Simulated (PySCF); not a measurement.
CH₃ClGa, doublet, geometry from GFN2-xTB (such geometries of metal compounds can be far from the true shape) (the spin is typed, not shown lowest). Base run: PySCF with SVWN5/6-31G**.

Geometry (Å):
```xyz
6

Ga     0.5018     0.3135     0.1094
C     -0.4215     1.5862    -1.4195
H     -1.3499     1.9635    -0.9946
H     -0.6330     0.9381    -2.2681
H      0.2305     2.4048    -1.7104
Cl    -0.6631    -1.4437     0.5940
```
Charge 0, spin multiplicity 2.
Orbitals are unrestricted.
All else is at PySCF's defaults.
Base energy -2419.79668 Eh.

The base run was repeated with changes; each row names its change, and settings that it needs were set with it.

```
change                                     ΔE vs base (µEh)  grid points  electrons on the grid        outcome
-----------------------------------------  ----------------  -----------  ---------------------  -------------
base                                                    0.0        83328               57.00000      converged
grids.prune = dft.gen_grid.treutler_prune               0.3        76224               57.00000      converged
grids.becke_scheme = stratmann                         -1.7        83328               57.00000      converged
grids.atom_grid = (75, 302)                             0.0        85576               56.99998      converged
grids.level = 0                                        1889         7000               57.00798      converged
grids.level = 1                                         0.9        26328               56.99992      converged
grids.level = 5                                        -1.9       201928               57.00000      converged
grids.level = 4                                        -1.4       134800               57.00000      converged
grids.prune = dft.gen_grid.sg1_prune                      -            -                      -  input refused
grids.radi_method = mura_knowles                        0.1        78144               57.00000      converged
grids.level = 7                                        -1.3       410808               57.00000      converged
```

Open shells are given as the SCF converged; they aren't shown to be the lowest states, and a large step between rows can be another state.

- grids.prune = dft.gen_grid.sg1_prune: ended with `IndexError: index 31 is out of bounds for axis 0 with size 19`
